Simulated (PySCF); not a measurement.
## Correlation energy of Hg⁺ (mercury, charge +1)

[Xe] 4f14 5d10 6s1, 2S determinant. All numbers are calculated (PySCF 2.14, a scalar-relativistic core potential, in aug-cc-pwCVDZ-PP with ECP60MDF (6s6p5d3f, 70 functions)). Frozen: 5s2 5p6; 11 electrons correlated.

MP2 pair energies summed by pair of shells (mhartree):

```
 pair   energy  share (%)
5d-5d  -295.59       84.6
5d-6s   -53.99       15.4
```

Total MP2 correlation energy: -349.58 mhartree.

Same-spin part -126.29 and opposite-spin part -223.29 mhartree; SCS-MP2 scales them by 1/3 and 6/5 to -310.04 mhartree.
